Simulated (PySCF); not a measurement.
Consider benzyl(dimethyl)arsane, `C[As](C)Cc1ccccc1` (C9H13As). Non-hydrogen atoms are numbered in `[CH3:1][As:2]([CH3:3])[CH2:4][c:5]1[cH:6][cH:7][cH:8][cH:9][cH:10]1`. These are map numbers, not IUPAC locants.

Level of theory: ωB97X-D3(BJ)/ma-def2-SVP single points in PySCF, grid level 2; every species was optimised with PBE0-D3(BJ)/def2-SVP. The prefix ma- adds one diffuse s and one diffuse p function on all atoms but H. ωB97X-D3(BJ) is ωB97X-V with D3(BJ) in place of VV10. Zero-point and thermal terms (298.15 K, 1 bar) come from unscaled GFN2-xTB harmonic frequencies, with soft modes damped to free rotors in the entropy. These were taken at the GFN2-xTB minima.

**Question.** What are the vertical and the adiabatic ionisation energy for forming the radical cation?

**Answer.** 8.47 eV vertical and 7.70 eV adiabatic, the latter with zero-point energy.

**Question.** Where does the unpaired spin of the relaxed radical cation sit?

**Answer.** As2 (arsenic) 0.70, C8 (aromatic carbon) 0.10 (intrinsic atomic orbital populations).

**Question.** How far is −ε(HOMO) from the vertical value by ΔSCF?

**Answer.** −ε(HOMO) = 8.72 eV, which is 0.25 eV above the ΔSCF value.

Known limits: ma-def2-SVP is a small basis, whose errors can reach tens of kJ/mol; spin-orbit coupling is left out of the energies, which matters for open shells on the heavier atoms; atoms from Ga to Kr are treated without relativity.
